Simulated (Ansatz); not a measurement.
Input file for `C1[SiH2][AlH][SiH2][SiH2]1`:

```yaml
crystal:
  periodic: [false, false, false]
  atoms:
    - {symbol: C, position_ang: [-1.263094, 0.691595, 0.488087]}
    - {symbol: Si, position_ang: [0.261900, 0.905521, 1.591403]}
    - {symbol: Al, position_ang: [1.815430, -0.828946, 0.789887]}
    - {symbol: Si, position_ang: [0.630085, -1.531585, -1.238140]}
    - {symbol: Si, position_ang: [-0.796653, 0.332366, -1.303885]}
    - {symbol: H, position_ang: [-1.844218, -0.158058, 0.864684]}
    - {symbol: H, position_ang: [-1.908179, 1.573419, 0.544707]}
    - {symbol: H, position_ang: [0.847531, 2.256492, 1.328363]}
    - {symbol: H, position_ang: [-0.120583, 0.879338, 3.033923]}
    - {symbol: H, position_ang: [3.209933, -1.302277, 1.384153]}
    - {symbol: H, position_ang: [1.381320, -1.764237, -2.502928]}
    - {symbol: H, position_ang: [-0.200566, -2.742736, -0.953546]}
    - {symbol: H, position_ang: [-0.018263, 1.488649, -1.840149]}
    - {symbol: H, position_ang: [-2.007739, 0.171360, -2.157760]}
basis:
  gaussian: {orbitals: def2-TZVPP}
correlation: {method: ccsd_t}
```

```sh
$ ansatz run in.yaml --threads 4 --pin off --events-out ev --progress --plain --max-ram 10444MiB
```

Log, shortened:

```
Functional definition: HF
1849 factors; integrals over basis functions are off by at most 1.2e-3 eV
mean field evaluation 1: about -31340.0565 eV, gradient 3.0e1 eV
mean field evaluation 2: about -31340.3515 eV, gradient 3.0e1 eV
mean field evaluation 4: about -31343.8516 eV, gradient 4.3e0 eV
mean field evaluation 8: about -31343.9437 eV, gradient 2.3e-1 eV
mean field evaluation 16: about -31343.9440 eV, gradient 1.5e-6 eV
mean field -31343.94399082 eV, -1151.8686959742 hartree, gradient 1.5e-6 eV, S^2 0.000000; 0 other end points of the search recorded, 0 dependent functions left out
21 core orbitals not correlated: weight in the atoms' cores, before any rotation towards them, 1.000 or more for the frozen orbitals, at most 0.000 for the correlated occupied ones
reference -31343.94399082 eV, -1151.8686959742 hartree; 14, 14 occupied and 290, 290 virtual orbitals, 1849 factors
second order -16.87084464 eV of doubles, -0.00000000 eV of singles
cycle   1  -18.36212987 eV  change    -1.5e0 eV  update   1.1e-1
cycle   2  -19.00227609 eV  change   -6.4e-1 eV  update   3.5e-2
cycle   3  -19.07040863 eV  change   -6.8e-2 eV  update   1.3e-2
cycle   4  -19.06256886 eV  change    7.8e-3 eV  update   4.3e-3
cycle   5  -19.06098851 eV  change    1.6e-3 eV  update   1.6e-3
cycle   6  -19.06055998 eV  change    4.3e-4 eV  update   5.5e-4
cycle   7  -19.06051897 eV  change    4.1e-5 eV  update   2.1e-4
cycle   8  -19.06061536 eV  change   -9.6e-5 eV  update   1.0e-4
cycle   9  -19.06062620 eV  change   -1.1e-5 eV  update   4.6e-5
cycle  10  -19.06059901 eV  change    2.7e-5 eV  update   2.3e-5
perturbative correction -0.78920498 eV, -0.0290027482 hartree
Total energy: -31363.79379481 eV, -1152.5981628163 hartree
```

Hardware: 4 threads of an Arm Neoverse V2 on a shared host. Wall time 14 min, peak host memory 4.4 GiB.

The correlation energy is -19.850 eV, 4.0 % of it from (T); the T1 diagnostic reads 0.0139.
